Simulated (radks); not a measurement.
Task: The table gives one normalised radial function P(r) = r R(r) of C3+ in [He] 2s1 (r in bohr). All-electron calculation, non-relativistic Kohn-Sham, SOGGA, spin-polarised, spherical densities, point nucleus; open shells are filled with parallel spins first. Program: a radial shooting solver on a logarithmic mesh with Libxc functionals.

r	P
0.01513	0.3825
0.01848	0.4579
0.02257	0.5457
0.02757	0.6469
0.03367	0.7618
0.0408	0.8846
0.04983	1.0239
0.06086	1.1713
0.07434	1.3210
0.0908	1.4644
0.11	1.5854
0.1344	1.6803
0.1641	1.7282
0.2005	1.7142
0.2429	1.6326
0.2967	1.4742
0.3624	1.2501
0.4426	0.9828
0.5406	0.7052
0.655	0.4623
0.8	0.2625
0.9771	0.1274
1.193	0.0509
1.458	0.0160
1.766	0.0040
2.157	0.0007
2.635	0.0001
3.218	0.0000
3.931	0.0000

Which n and l does it have? It may be an empty orbital.

Result: n = 1, l = 0: the number of nodes gives n - l - 1 = 0, the rise at small r (about r^(l+1)) gives l, and the extent must fit the shell. The curve is that of 1s up; the table hardly tells the two spins apart. 1s up: eigenvalue -330.31 eV, 0 radial nodes, <r> = 0.270 bohr, 90 % of the charge inside 0.484 bohr.
